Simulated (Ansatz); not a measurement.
Reaction (ligand exchange at the Si–N bond): `CN[SiH2]CCl` + H₂Te → `ClC[SiH2][TeH]` + CH₃NH₂

Calculated with Ansatz (gas phase, PBE0-D4/def2-TZVP geometries, no zero-point term in ΔE). CCSD(T)/CBS is the MP2 limit (def2-TZVPP, def2-QZVPP) plus CCSD(T) − MP2 in def2-TZVPP, frozen cores. DFT in def2-TZVPP. Elements past krypton have def2 core potentials. For Te outer-core shells are correlated without core-valence functions, which leaves a few kJ/mol of doubt a bond. Each species was taken in one conformer, which may not be the lowest.

CCSD(T)/CBS gives -13.2 kJ/mol.

(1) Another level gave -6.3 kJ/mol. Which?
A. HF/def2-TZVPP
B. r2SCAN-D4/def2-TZVPP
C. PBE0/def2-TZVPP
D. CCSD(T)/def2-TZVPP

Largest T1 diagnostic among the species: 0.010.

Answers

(1) D. CCSD(T)/def2-TZVPP -6.3, PBE0 -17.9, r2SCAN-D4 -11.5, HF/def2-TZVPP -1.1 kJ/mol.

In def2-TZVPP, CCSD(T) changes the Hartree–Fock value by −5.1 kJ/mol (the triples alone add −1.9 kJ/mol) and MP2 by −11.0 kJ/mol.
